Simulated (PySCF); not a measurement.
HfFH3, SMILES [F][HfH3], multiplicity 1. Atoms are numbered in the order given.

```xyz
5

Hf     0.0000     0.0000    -0.1808
F      0.0000     0.0000     1.6992
H      1.5229    -0.8793    -0.7587
H      0.0000     1.7585    -0.7587
H     -1.5229    -0.8793    -0.7587
```

Geometry optimised at r2SCAN-D4/def2-TZVP. The spin state was assumed, not searched. The structure was generated by enumeration; whether it is a known compound was not checked. The def2 effective core potentials stand for the cores of Hf; spin–orbit coupling is left out.

These are PySCF with M06-2X/def2-TZVPD values and carry that method's errors.

Symmetry labels are those of the subgroup Cs that the program uses (full group C3v).

Computed valence orbital energies around the gap with their symmetry:
| orbital | symmetry | energy (eV) |
|---|---|---|
| HOMO−7 | A" | -39.17 |
| HOMO−6 | A' | -34.66 |
| HOMO−5 | A' | -15.11 |
| HOMO−4 | A' | -14.60 |
| HOMO−3 | A" | -14.60 |
| HOMO−2 | A' | -10.95 |
| HOMO−1 | A" | -9.74 |
| HOMO | A' | -9.74 |
| LUMO | A" | -1.27 |
| LUMO+1 | A' | -1.27 |
| LUMO+2 | A' | -0.84 |
| LUMO+3 | A' | -0.21 |
